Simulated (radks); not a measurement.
All-electron atom: Ta in [Xe] 4f14 5d2.5 6s2 6p0.5 (fractional occupations, a model configuration). All-electron calculation, scalar-relativistic Kohn-Sham, BLYP, spin-unpolarised, spherical densities, finite nucleus; Fermi nuclear charge, rms radius 5.3507 fm. Program: a radial shooting solver on a logarithmic mesh with Libxc functionals.

Radial electron density D(r) = 4 pi r^2 rho(r):

```
   r/bohr * D(r) (the largest magnitude, 133, reaches the edge; | marks zero)
 0.002478 |          *
 0.003413 |                *
   0.0047 |                       *
 0.006472 |                               *
 0.008913 |                                     *
  0.01227 |                                        *
   0.0169 |                                      *
  0.02328 |                                   *
  0.03206 |                                       *
  0.04415 |                                                 *
   0.0608 |                                                      *
  0.08372 |                                             *
   0.1144 |                                          *
   0.1575 |                                                 *
   0.2169 |                                      *
   0.2987 |                        *
   0.4114 |                             *
   0.5665 |                      *
   0.7802 |          *
    1.074 |     *
     1.48 |  *
    2.038 |*
    2.806 |*
    3.864 *
    5.322 *
    7.329 *
    10.09 *
     13.9 *
```

D(r) has 4 maxima, at r = 0.0127, 0.0575, 0.160, 0.428 bohr, and minima at 0.0242, 0.104, 0.301 bohr, inside which lie 1.90, 11.08, 29.80 electrons.
